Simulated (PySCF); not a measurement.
C₆ coefficients of unlike pairs at PBE

Calculated with PySCF 2.14 from the dipole response of each species, C₆(A,B) = (3/π) ∫ α_A(iu) α_B(iu) du, in atomic units, from isotropic polarisabilities. For ions this is the dispersion term alone; charge-induced terms of lower order in 1/R come first.

```json
{"species": "Sc⁺", "configuration": "[Ar] 3d1 4s1 (3D)", "basis": "aug-cc-pwCVTZ-DK (10s9p7d4f3g)", "relativity": "spin-free X2C", "α (bohr³)": "58.83", "C₆ (like pair)": "398.9"}
{"species": "Zn⁺", "configuration": "[Ar] 3d10 4s1 (2S)", "basis": "def2-TZVPPD (6s6p4d2f1g)", "relativity": "none", "α (bohr³)": "17.57", "C₆ (like pair)": "66.56"}
{"species": "Mn⁺", "configuration": "[Ar] 3d5 4s1 (7S)", "basis": "x2c-TZVPPall with one added diffuse shell each of s, p, d, f type (7s6p5d3f1g)", "relativity": "spin-free X2C", "α (bohr³)": "27.92", "C₆ (like pair)": "146.2"}
{"species": "Te²⁺", "configuration": "[Kr] 4d10 5s2 5p2 (3P)", "basis": "x2c-QZVPPall with one added diffuse shell each of s, p, d, f type (14s10p8d5f1g)", "relativity": "spin-free X2C", "α (bohr³)": "14.89", "C₆ (like pair)": "100.1"}
```

Q: Estimate C₆ for Te²⁺ with Mn⁺.

A: The integral gives 113.7. The combination rule 2 C_A C_B / (C_A α_B/α_A + C_B α_A/α_B) gives 110.2 and the geometric mean 121.0.

No spin-orbit coupling is included.

The other pairs:

```json
{"pair": "Mn⁺, Sc⁺", "C₆": "235.5"}
{"pair": "Mn⁺, Zn⁺", "C₆": "98.42"}
{"pair": "Te²⁺, Sc⁺", "C₆": "169.6"}
{"pair": "Te²⁺, Zn⁺", "C₆": "77.74"}
{"pair": "Zn⁺, Sc⁺", "C₆": "156.8"}
```
